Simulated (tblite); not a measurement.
Species: C₅H₈F₃NSi.
Atom-mapped SMILES: `[CH:1]#[C:2][CH2:3][CH2:4][NH:5][SiH2:6][C:7]([F:8])([F:9])[F:10]` (hydrogens: H11 on C1; H12, H13 on C3; H14, H15 on C4; H16 on N5; H17, H18 on Si6)

Computed geometry: GFN2-xTB, gas phase.

(1) What internal coordinates does the optimisation give?

Results:

(1) 
```json
{"bond": "C1≡C2", "length (bohr)": "2.261", "order": "triple"}
{"bond": "C2–C3", "length (bohr)": "2.738", "order": "single"}
{"bond": "C3–C4", "length (bohr)": "2.903", "order": "single"}
{"bond": "C4–N5", "length (bohr)": "2.733", "order": "single"}
{"bond": "N5–Si6", "length (bohr)": "3.219", "order": "single"}
{"bond": "Si6–C7", "length (bohr)": "3.659", "order": "single"}
{"bond": "C7–F8, C7–F9, C7–F10", "length (bohr)": "2.550", "order": "single"}
{"bond": "C1–H11", "length (bohr)": "1.982", "order": "single"}
{"bond": "C3–H12, C3–H13", "length (bohr)": "2.066", "order": "single"}
{"bond": "C4–H14, C4–H15", "length (bohr)": "2.065", "order": "single"}
{"bond": "N5–H16", "length (bohr)": "1.914", "order": "single"}
{"bond": "Si6–H17, Si6–H18", "length (bohr)": "2.767", "order": "single"}
```

Bonds in one row agree within 0.02 bohr and their mean is given. Orders are formal, as drawn. A selection of angles:
```json
{"angle": "C1–C2–C3", "degrees": "177.4"}
{"angle": "C2–C3–C4", "degrees": "110.8"}
{"angle": "C3–C4–N5", "degrees": "112.5"}
{"angle": "C4–N5–Si6", "degrees": "123.4"}
{"angle": "N5–Si6–C7", "degrees": "102.5"}
{"angle": "Si6–C7–F8", "degrees": "113.5"}
{"angle": "Si6–C7–F10", "degrees": "112.0"}
{"angle": "F8–C7–F9", "degrees": "105.7"}
{"angle": "H16–N5–C4", "degrees": "111.0"}
{"angle": "H16–N5–Si6", "degrees": "119.3"}
```

Dihedral angles: C2–C3–C4–N5 -60° (synclinal); C3–C4–N5–Si6 -86° (synclinal); C4–N5–Si6–C7 -179° (antiperiplanar); N5–Si6–C7–F8 73° (synclinal). The mirror-image conformer, all signs reversed, is as good.

The C–C distances run from 1.197 Å (C1≡C2, drawn triple) to 1.536 Å (C3–C4, drawn single), a spread of 0.339 Å. Of the pairs four or more bonds apart, C2···H16 is among the closest relative to their van der Waals radii: 2.66 Å, 92 % of the sum of Bondi's values. N5 (silicon-bound nitrogen) has angles 123.4°, 119.3° and 111.0°, sum 353.6°, 0.20 Å off the plane of its three neighbours. Si6 (SiH2 silicon) is distorted tetrahedral (angles from 102.5° to 120.1°).

Point group: C1 (no symmetry element, even within 0.4 Å). Its lowest GFN2-xTB frequency is 15 cm⁻¹, too small to tell a flat minimum from a shallow saddle. The numbers are those of one conformer. 3 starts were optimised and ended at 0.00, 0.70 and 2.60 kcal/mol (GFN2-xTB); the lowest of these is shown.

On one thread of an Arm Neoverse N1, shared host, this took 2.4 s. This is the geometry optimisation.
